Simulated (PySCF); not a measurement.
CsS⁺ at PBE0

Computed with PBE0; Cs def2-SVPD with ECP46, S def2-SVPD; scalar-relativistic core potentials (PySCF 2.14).

- state: ³Σ⁻ (triplet), unpaired electrons π ↑↑
- bond length: 7.134 bohr
- harmonic wavenumber: 75.0 cm⁻¹
- force constant: 0.0855 mdyn/Å
- rotational constant Be: 0.04590 cm⁻¹
- anharmonicity ωexe: 0.891 cm⁻¹
- vibration–rotation constant αe: 0.000605 cm⁻¹
- well depth De to Cs⁺ + S: 23 kJ/mol
- dissociation energy D0: 23 kJ/mol
- bond order (Mayer): 0.05
- dipole moment (positive dipole points towards S; it is taken about the centre of mass and depends on that origin): -2.22 D

The bond is weak. Basis-set superposition, not corrected here, can be much of De in a small basis, most of all at correlated wavefunction levels. These are scalar-relativistic numbers at best; spin–orbit coupling would shift them, the dissociation energy most. For an ion De counts to the pair picked by the measured ionisation energies or electron affinities, which need not be the lowest pair at this level. The state was picked by a PBE0 search and need not be the measured ground state.
